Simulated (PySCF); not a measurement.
CH₄N₂OSi, SMILES N#CO[SiH2]N. Atoms are numbered in the order given.

```xyz
9

N      0.0839     2.8763     0.0000
C     -0.2131     1.7506     0.0000
O     -0.5641     0.5177     0.0000
Si     0.5054    -0.8534     0.0000
N     -0.3974    -2.2939     0.0000
H      1.2960    -0.7377    -1.2461
H      1.2960    -0.7377     1.2461
H     -0.8406    -2.6495     0.8410
H     -0.8406    -2.6495    -0.8410
```
Charge 0, spin multiplicity 1.

Geometry: B3LYP-D3(BJ)/def2-SVP. This is a generated structure with no PubChem entry under its InChIKey; it may be hypothetical. Other conformers were not sampled.

Two levels are set side by side: PBE/pcSseg-1 (PySCF) and KT2/pcSseg-1 (PySCF). GIAO shifts against H2O (¹⁷O), NH3 (¹⁵N), TMS (²⁹Si), TMS (¹H), TMS (¹³C) at the same level; non-relativistic, no solvent, atoms listed together averaged. Differences are taken from unrounded values.

```json
[
 {"quantity": "δ(¹⁵N) of N1 (ppm)", "KT2": "168.7"},
 {"quantity": "δ(¹³C) of C2 (ppm)", "KT2": "104.7"},
 {"quantity": "δ(¹⁷O) of O3 (ppm)", "KT2": "79.6"},
 {"quantity": "δ(²⁹Si) of Si4 (ppm)", "KT2": "-20.6"},
 {"quantity": "δ(¹⁵N) of N5 (ppm)", "KT2": "42.4"},
 {"quantity": "δ(¹H) of H6, H7 (ppm)", "KT2": "5.22"},
 {"quantity": "δ(¹H) of H8, H9 (ppm)", "KT2": "2.13"}
]
```

What does PBE give, and how far is it from KT2? (Estimate from the structure and the level; the computed values follow.)


```csv
quantity,PBE,PBE minus KT2
δ(¹⁵N) of N1 (ppm),185.4,16.7
δ(¹³C) of C2 (ppm),110.6,5.9
δ(¹⁷O) of O3 (ppm),84.0,4.4
δ(²⁹Si) of Si4 (ppm),-22.9,-2.3
δ(¹⁵N) of N5 (ppm),43.7,1.3
"δ(¹H) of H6, H7 (ppm)",5.27,0.05
"δ(¹H) of H8, H9 (ppm)",2.01,-0.11
```

Rough cost on one machine, each run with all the roots and properties that it gave: KT2 against PBE within a factor of 2.
